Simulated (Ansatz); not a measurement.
Basis-set extrapolation for `CO[SiH2][SiH2]O` (PBE0-D4/def2-TZVP geometry, frozen core, Ansatz 0.2.0). Multiplicity 1, RHF reference.

```json
{"": "HF", "def2-TZVPP": "-770.295503", "def2-QZVPP": "-770.323409"}
{"": "MP2 correlation", "def2-TZVPP": "-0.899403", "def2-QZVPP": "-0.968764"}
{"": "CCSD(T) correlation", "def2-TZVPP": "-0.985133", "def2-QZVPP": "not run"}
```

Energies in hartree. Use E(X) = E(∞) + A·exp(−7.88·√X) for Hartree–Fock and E(X) = E(∞) + B·X^(−2.97) for correlation, with X = 3 and 4, and add CCSD(T) minus MP2 of the smaller set to the MP2 limit.

Q: What is the CCSD(T) energy at the basis-set limit?

A: HF limit: -770.323409 + (-0.027906) × 0.13774 = -770.32725. MP2 limit: -0.968764 + (-0.069361) × 0.74074 = -1.02014. Higher-order term: -0.985133 − (-0.899403) = -0.08573. Total: -771.43312 hartree, 4.15 eV below CCSD(T)/def2-TZVPP.
